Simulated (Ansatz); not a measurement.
Species: sum formula HSiO, net charge 0, doublet state. It need not be the lowest isomer of its formula. SMILES: O=[SiH]
Geometry: optimised at B3LYP-D3(BJ)/def2-TZVP (Ansatz, a quantum-chemistry and plane-wave program).

Wanted: atomisation energy (electronic, to ground-state atoms), in eV. Valence correlation only, unless marked. UHF or UKS for open shells. Spin-orbit coupling is left out. No relativistic terms. The coupled-cluster limit lacks core correlation, which all-electron functionals hold. CBS(X,Y): correlation extrapolated as X^-3; Hartree-Fock from the larger set.

```json
[
 {"level": "SVWN5/def2-TZVPD", "program": "Ansatz", "atomisation energy (eV)": "11.12"},
 {"level": "PBE0/STO-3G", "program": "Ansatz", "atomisation energy (eV)": "9.69"}
]
```

**Question.** Estimate the value at CCSD(T)/CBS(aug-cc-pV(T+d)Z,aug-cc-pV(Q+d)Z) as computed with Ansatz.

**Answer.** 9.40 eV
